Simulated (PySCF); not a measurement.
Telling isomers of C7H10NP apart by NMR

[PySCF: shielding tensors at PBE0/pcSseg-1 (GIAO); GFN2-xTB structure; relativity neglected; fast rotation and ring inversion assumed for equivalent nuclei; in vacuum; one computed conformer]

Chemical shifts δ = σref − σ; TMS for 1H (σref 31.72) and 13C (σref 186.93), all at this level. Splittings of carbon signals by F and P are missing where no couplings were computed. Where no couplings were computed, multiplicities follow the n + 1 count of equivalent neighbours, and m marks all less simple cases (inequivalent or close neighbours, rings, F or P nearby). Shifts are as computed. Against solution values, carbons near 30 ppm lie about +3 ppm off and those near 130 ppm about +5 ppm. Of 1211 compounds with measured shifts, 218 miss one by over three times the rms of a fit or turn the order of signals round; such compounds aren't used in these exercises.

(1) Tabulate the signals of `CC(C)c1cncpc1`, `C=Cc1cpcn1CC`, `Cc1cpcn1C1CC1` and their relative energies.

(2) What is the quickest way to tell CC(C)c1cncpc1 from C=Cc1cpcn1CC?

(3) What is the quickest way to tell CC(C)c1cncpc1 from Cc1cpcn1C1CC1?

(4) What is the quickest way to tell C=Cc1cpcn1CC from Cc1cpcn1C1CC1?

Answers

(1) 
| SMILES | carbon types | δC | δH | E rel. (kcal/mol) |
| --- | --- | --- | --- | --- |
| CC(C)c1cncpc1 | 1×C 4×CH 2×CH3 | 189.0, 173.3, 151.1, 148.5, 43.4, 26.8 | 10.61 (m, 1H), 9.41 (m, 1H), 9.18 (m, 1H), 2.65 (sept, 1H), 1.37 (d, 6H) | 0.0 |
| C=Cc1cpcn1CC | 1×C 3×CH 2×CH2 1×CH3 | 159.9, 143.3, 136.1, 131.3, 119.5, 48.3, 19.8 | 7.89 (m, 1H), 7.84 (m, 1H), 6.72 (m, 1H), 6.10 (m, 1H), 5.51 (m, 1H), 4.13 (q, 2H), 1.31 (t, 3H) | 5.4 |
| Cc1cpcn1C1CC1 | 1×C 3×CH 2×CH2 1×CH3 | 159.3, 143.1, 134.2, 33.0, 18.1, 10.0 | 7.94 (m, 1H), 6.99 (m, 1H), 3.21 (m, 1H), 2.54 (s, 3H), 1.01 (m, 2H), 0.98 (m, 2H) | 9.1 |

Energies are electronic energies at PBE0/pcSseg-1 on these geometries, without zero-point or thermal terms, each for the one conformer computed, which needn't be the lowest.

(2) Count the carbon signals: 6 against 7. The first has an sp3 CH on an aromatic ring at 43.4 ppm, the second a terminal =CH2 carbon at 119.5 ppm. Their most deshielded carbons lie at 189.0 and 159.9 ppm. In the proton spectra the most deshielded non-exchanging signals are 10.61 (m, 1H) and 7.89 (m, 1H).

(3) Both give the same number of carbon signals, but DEPT or the intensities differ. The first has an aromatic CH next to a ring nitrogen at 189.0 ppm, the second a three-membered-ring carbon (CH2) at 10.0 ppm. Their most deshielded carbons lie at 189.0 and 159.3 ppm. In the proton spectra the most deshielded non-exchanging signals are 10.61 (m, 1H) and 7.94 (m, 1H).

(4) Count the carbon signals: 7 against 6. The first has a terminal =CH2 carbon at 119.5 ppm, the second a three-membered-ring carbon (CH) at 33.0 ppm. Their most deshielded carbons lie at 159.9 and 159.3 ppm.
